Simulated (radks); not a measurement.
Isoelectronic series with 17 electrons, each ion in its NIST ground configuration. All-electron calculation, scalar-relativistic Kohn-Sham, SCAN, spin-polarised, spherical densities, finite nucleus; open shells are filled with parallel spins first; meta-GGA in the generalised Kohn-Sham scheme; Fermi nuclear charge, rms radius of each element as measured or else 0.836 A^(1/3) + 0.57 fm. Program: a radial shooting solver on a logarithmic mesh with Libxc functionals. Total energies (hartree) and mean radii <r> (bohr):

ion   configuration  E (hartree)  3p down   3p up  3s down
Cl     [Ne] 3s2 3p5   -461.66415    1.856   1.819    1.551
Ar+    [Ne] 3s2 3p5   -528.89206    1.560   1.541    1.379
K2+    [Ne] 3s2 3p5   -601.02764    1.359   1.348    1.241
Ca3+   [Ne] 3s2 3p5   -678.06823    1.210   1.202    1.129
Sc4+   [Ne] 3s2 3p5   -760.01657    1.093   1.087    1.036
Ti5+   [Ne] 3s2 3p5   -846.87976   0.9981  0.9933   0.9577
V6+    [Ne] 3s2 3p5   -938.66733   0.9193  0.9154   0.8907
Cr7+   [Ne] 3s2 3p5  -1035.38938   0.8526  0.8494   0.8327
